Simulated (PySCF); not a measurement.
# Reading the logs of faulty runs: AlBH3O

These are calculations, not measurements. They come from PySCF 2.14.0, an open-source quantum chemistry program, on an isolated molecule that a program drew, which may never have been made. The molecule is AlBH3O (charge 0, doublet), drawn as the SMILES string `[BH2][Al][OH]`.

Each row is a Hartree-Fock (HF) and frozen-core CCSD(T) single point in the cc-pV(D+d)Z basis, meant for a local HF minimum. Run 1 is clean. Each other run has one planted mistake out of seven kinds, and not every kind appears here: one electron removed, one electron added, multiplicity raised by two, geometry at a saddle point, minimal basis STO-3G, one bond length entered in bohr, all coordinates scaled. The reference is restricted for singlets and unrestricted otherwise, and also for a bond in bohr. Adding or removing an electron swaps singlet and doublet. Electrons count all cores. HOMO and LUMO are orbital energies over both spins, the gradient is its largest component, and the lowest frequency (negative if imaginary) is given only where the gradient is small. Bond lengths are over the 5 bonds as drawn. T1 is the CCSD diagnostic: over 0.02 (restricted) or 0.045 (unrestricted) a single reference is doubtful.

Geometry of the clean run:
```xyz
6
AlBH3O, angstrom
B    -0.7751   -1.4648   -2.0855
Al    0.3001   -0.6570   -0.4124
O     1.7095    0.2813   -0.4167
H    -1.7291   -0.8887   -2.5390
H    -0.5914   -2.5982   -2.4447
H     2.2496    0.6027   -1.1192
```

```
run,electrons,basis functions,<S^2>,HOMO (eV),LUMO (eV),gradient (hartree/bohr),lowest frequency (cm^-1),mean bond (Å),longest bond (Å),T1,HF (hartree),CCSD(T) (hartree),mistake
1,29,66,0.817,-7.67,1.20,3.2e-06,156,1.4377,2.147,0.0283,-343.20395,-343.55808,no fault
2,29,22,0.803,-4.20,7.41,5.2e-02,-,1.4377,2.147,0.0301,-338.89121,-339.01165,minimal basis STO-3G
3,29,66,3.761,-7.26,-1.44,3.8e-02,-,1.4377,2.147,0.0222,-343.09531,-343.43424,multiplicity raised by two
4,29,66,1.408,-8.02,0.78,2.1e-02,-,1.6518,2.274,0.0686,-343.09004,-343.44352,one bond length entered in bohr
5,29,66,0.819,-7.62,1.23,1.1e-02,-,1.4190,2.119,0.0290,-343.20314,-343.55631,?
6,28,66,0.000,-17.29,-6.30,4.2e-02,-,1.4377,2.147,0.0187,-342.94756,-343.29543,?
```

**Which mistake was planted in run 5, and what did it cost?**

The mean and the longest bond both change by the same factor, 0.987, and the gradient is no longer small. So the mistake is: all coordinates scaled. Subtracting run 1 and multiplying by 627.51 kcal/mol a hartree, the energy moved by 0.5 kcal/mol in HF and 1.1 kcal/mol in CCSD(T).

**Which mistake was planted in run 6, and what did it cost?**

It counts 28 electrons, one fewer than the clean run, at the same geometry and basis. So the mistake is: one electron removed. Subtracting run 1 and multiplying by 627.51 kcal/mol a hartree, the energy moved by 160.9 kcal/mol in HF and 164.8 kcal/mol in CCSD(T).

Cautions from the logs. Run 4: T1 is over the limit, so its CCSD(T) energy is less reliable.
